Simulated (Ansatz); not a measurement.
Dissociation curve of W(Cl)5, SMILES [Cl][W]([Cl])([Cl])([Cl])[Cl] (Cl5W), doublet. The W1–Cl6 bond (W1 also carries Cl, Cl, Cl, Cl; Cl6 carries nothing else) is stretched with both fragments frozen at the PBE0/def2-TZVP, def2 effective core potentials past Kr optimised geometry.

Method: Ansatz (an electronic-structure program) with unrestricted PBE0/def2-TZVP, def2 effective core potentials past Kr.

Question: Relative to R = 2.24 Å, what are the energies at R = 1.86, 2.12, 3.28, 6.50 Å?

Answer: 232.2 kJ/mol at 1.86 Å, 15.6 kJ/mol at 2.12 Å, 266.9 kJ/mol at 3.28 Å, 364.8 kJ/mol at 6.50 Å.

The unrestricted determinant behind UKS-PBE0 is spin-contaminated at 3.28 to 6.50 Å (<S²> up to 1.8, against 0.75 for a pure doublet).
